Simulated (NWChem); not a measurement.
Species: InHI2; SMILES [I][InH][I]

Program: NWChem. Medium grid unless said otherwise, to which SCAN and Minnesota functionals are sensitive. The geometry was optimised at PBE-D3(BJ)/def2-SVP. def2 effective core potentials on In, I; no spin-orbit coupling.

For level M06/def2-SVP:

- highest occupied level (eV): -7.44
- orbital gap (eV): 5.06
- dipole (D): 1.55

### Question
Estimate the same quantities for level CAM-B3LYP/def2-SVP.

### Answer
The highest occupied level (eV) is -8.72. The orbital gap (eV) is 7.40 and the dipole (D) is 1.81.
